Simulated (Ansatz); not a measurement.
Reaction: GeH2BrF (SMILES [F][GeH2][Br]) → GeH2Br (SMILES [GeH2][Br], doublet) + F (doublet) (the F-Ge bond breaks)
Each species at its own B3LYP-D3(BJ)/def2-TZVP minimum (Ansatz, an electronic-structure program).

Property: bond dissociation energy (electronic), in kcal/mol. Open shells are spin-unrestricted; no spin-orbit coupling. Cores are frozen in correlated methods (noble-gas shells, and filled d and f shells in the p block). No relativity. CBS(X,Y): correlation extrapolated as X^-3, Hartree-Fock from the larger set (Q,5: extrapolated as (X+1)exp(-9√X)). A bracket is a step between two methods taken in the basis named. Double hybrids freeze cores in their MP2 part. Spin-orbit terms, left out, reach several kcal/mol for Br and I, and more for heavier atoms.

CCSD(T)/CBS(cc-pVQZ,cc-pV5Z) + [CCSDT(Q) - CCSD(T)]/cc-pVTZ (Ansatz) gives 131.8 kcal/mol.

Task: What does PBE/def2-TZVPD (Ansatz) give here, and how do the other levels compare?

Result: PBE gives 128.1 kcal/mol, 3.7 kcal/mol below it. Differences of the others: PBE0/def2-TZVPD (Ansatz) -8.3; wB97M-V/def2-TZVPD (Ansatz) -4.6; B2PLYP/def2-TZVPD (Ansatz) -4.6; CCSD(T)/CBS(cc-pVQZ,cc-pV5Z) (Ansatz) 0.1 kcal/mol.
